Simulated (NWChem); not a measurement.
System meant: Br anion

NWChem input:

```
start job
memory heap 200 mb stack 900 mb global 1100 mb
charge -1
geometry units angstroms noautoz
  Br     0.000000     0.000000     0.000000
end
basis spherical
  Br library def2-svp
end
dft
  odft
  mult 2
  xc xpbe96 cpbe96
  iterations 150
  mulliken
end
task dft energy
```

End of the output:

```
      Br                79.916500

 Effective nuclear repulsion energy (a.u.)       0.0000000000

            Nuclear Dipole moment (a.u.)
            ----------------------------
        X                 Y               Z
 ---------------- ---------------- ----------------
     0.0000000000     0.0000000000     0.0000000000

            XYZ format geometry
            -------------------
     1
 geometry
 Br                    0.00000000     0.00000000     0.00000000

 Summary of "ao basis" -> "" (spherical)
 ------------------------------------------------------------------------------
       Tag                 Description            Shells   Functions and Types
 ---------------- ------------------------------  ------  ---------------------
 Br                         def2-svp                12       32   5s4p3d

  pbe96 is a nonlocal functional; adding pw91lda local functional.

                                 NWChem DFT Module
                                 -----------------

 Summary of "ao basis" -> "ao basis" (spherical)
 ------------------------------------------------------------------------------
       Tag                 Description            Shells   Functions and Types
 ---------------- ------------------------------  ------  ---------------------
 Br                         def2-svp                12       32   5s4p3d

  number of electrons :                   36
  multiplicity        :                    2
 ------------------------------------------------------------------------
  no. of electrons and multiplicity not compatible                  36
 ------------------------------------------------------------------------
 ------------------------------------------------------------------------
  current input line :
    17: task dft energy
 ------------------------------------------------------------------------
 ------------------------------------------------------------------------
 There is an error in the input file
 ------------------------------------------------------------------------
 For more information see the NWChem manual at https://nwchemgit.github.io

0: no. of electrons and multiplicity not compatible:Received an Error in Communication
```

Task: What is wrong, and how is it mended?

Result: The input was rejected before any calculation. Cause: the multiplicity doesn't fit the number of electrons (an even count wants an odd multiplicity, and the reverse). This input runs:
```
start job
memory heap 200 mb stack 900 mb global 1100 mb
charge -1
geometry units angstroms noautoz
  Br     0.000000     0.000000     0.000000
end
basis spherical
  * library def2-svp
end
dft
  xc xpbe96 cpbe96
  iterations 150
  mulliken
end
task dft energy
```
It converges to -2573.50575 Ha (PBE/def2-SVP).
